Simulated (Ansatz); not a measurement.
A nudged elastic band was laid between two geometries of BCl2H + H3P (8 atoms, charge 0, multiplicity 1).

Computed with Ansatz, RKS B3LYP-D4/6-31G*.

```
movable images  : 7
climbing image  : yes
spring          : 5.0 eV/Å²
optimiser       : quadratic models (default)
start path      : through a guess of the saddle point
force threshold : 0.05 eV/Å
iteration limit : 60
end points      : relaxed
```

Image 0:

```xyz
8
Properties=species:S:1:pos:R:3
B -0.010 0.514 -0.120
H 0.037 0.823 1.023
Cl 1.477 0.304 -1.019
Cl -1.566 0.296 -0.891
P 0.141 -3.084 1.180
H -0.471 -2.780 -0.069
H 1.437 -2.696 0.736
H -0.147 -1.801 1.733
```

Image 8:

```xyz
8
Properties=species:S:1:pos:R:3
B 0.091 -0.825 -0.580
H -0.041 0.896 2.494
Cl 1.506 0.216 -0.715
Cl -1.454 -0.250 -1.200
P 0.182 -2.463 0.408
H -0.635 -3.260 -0.433
H 1.436 -2.925 -0.066
H -0.189 0.188 2.663
```

Problem. What changes between the two ends?

Solution. Bonds broken: B1–H2, P5–H8. Bonds formed: B1–P5, H2–H8. BCl2H + H3P becomes BCl2H2P + H2.

Problem. What energy profile does the band end with?

Solution. The run converged. The highest image is number 4 of 0 to 8, 161.6 kJ/mol above the first end and 151.4 kJ/mol above the last; the last end lies 10.2 kJ/mol above the first. A vibrational analysis at the climbing image gives one clearly imaginary mode, 1014i cm⁻¹: a first-order saddle point. The orbitals stay closed-shell, which can raise the energy where a bond breaks towards radicals; this wasn't checked here.

```json
{"image": "0", "path coordinate (Å)": "0.00", "energy (kJ/mol)": "0.0", "B1–H2 (Å)": "1.18", "P5–H8 (Å)": "1.43", "B1–P5 (Å)": "3.83"}
{"image": "1", "path coordinate (Å)": "0.55", "energy (kJ/mol)": "2.1", "B1–H2 (Å)": "1.18", "P5–H8 (Å)": "1.42", "B1–P5 (Å)": "3.54"}
{"image": "2", "path coordinate (Å)": "1.09", "energy (kJ/mol)": "17.8", "B1–H2 (Å)": "1.18", "P5–H8 (Å)": "1.43", "B1–P5 (Å)": "3.12"}
{"image": "3", "path coordinate (Å)": "1.64", "energy (kJ/mol)": "77.4", "B1–H2 (Å)": "1.19", "P5–H8 (Å)": "1.52", "B1–P5 (Å)": "2.59"}
{"image": "4", "path coordinate (Å)": "2.19", "energy (kJ/mol)": "161.6", "B1–H2 (Å)": "1.30", "P5–H8 (Å)": "1.86", "B1–P5 (Å)": "2.20"}
{"image": "5", "path coordinate (Å)": "2.91", "energy (kJ/mol)": "84.0", "B1–H2 (Å)": "1.94", "P5–H8 (Å)": "2.32", "B1–P5 (Å)": "1.96"}
{"image": "6", "path coordinate (Å)": "3.64", "energy (kJ/mol)": "30.1", "B1–H2 (Å)": "2.57", "P5–H8 (Å)": "2.76", "B1–P5 (Å)": "1.94"}
{"image": "7", "path coordinate (Å)": "4.36", "energy (kJ/mol)": "14.1", "B1–H2 (Å)": "3.00", "P5–H8 (Å)": "3.10", "B1–P5 (Å)": "1.92"}
{"image": "8", "path coordinate (Å)": "5.08", "energy (kJ/mol)": "10.2", "B1–H2 (Å)": "3.53", "P5–H8 (Å)": "3.50", "B1–P5 (Å)": "1.91"}
```

Problem. What is the geometry of the highest image?

Solution. 
```xyz
8
Properties=species:S:1:pos:R:3
B -0.012 -0.359 0.155
H 0.067 0.356 1.232
Cl 1.465 0.016 -0.803
Cl -1.664 -0.032 -0.511
P -0.059 -2.438 0.861
H -0.304 -2.696 -0.511
H 1.349 -2.606 0.759
H 0.056 -0.664 1.391
```

Problem. What are the harmonic wavenumbers there?

Solution. 1014i, 131, 171, 207, 294, 573, 661, 706, 729, 833, 910, 1073, 1128, 1174, 2177, 2263, 2427, 2450 cm⁻¹.

The band took 32 iterations and roughly 13 core-minutes.

The run took 6.6 min on 2 threads of Arm Neoverse V2 (shared host), peak memory 0.17 GiB.
